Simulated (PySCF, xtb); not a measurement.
C5H9N, SMILES NC[C@H](C)C#C.

Coordinates come from a PBE0-D3(BJ)/def2-SVP optimisation. The structure was generated by enumeration; whether it is a known compound was not checked. Other conformers were not sampled.

Computed with C-PCM-PBE0/def2-SVP in PySCF.

The values are the electrostatic part of the solvation free energy, E(continuum) − E(gas) at the gas-phase geometry, in a cavity of scaled van der Waals radii (PySCF's table); cavitation and dispersion terms are not included. In vacuum the orbital gap is 7.94 eV. The dipole moment in vacuum is 1.23 D.

Question: Estimate the values in water (ε = 78.36), ethanol (ε = 24.85), acetonitrile (ε = 35.69). (The exact figures need the calculation; the answer reports its results.)

Answer: 
| solvent | ε | ΔG(elec) (kcal/mol) | dipole (D) | gap (eV) |
|---|---|---|---|---|
| water | 78.36 | -5.4 | 1.63 | 7.96 |
| ethanol | 24.85 | -5.2 | 1.62 | 7.96 |
| acetonitrile | 35.69 | -5.3 | 1.62 | 7.96 |

For comparison, GFN2-xTB/ALPB(water) (xtb, at the GFN2-xTB geometry, all terms of that model) gives -2.6 kcal/mol.
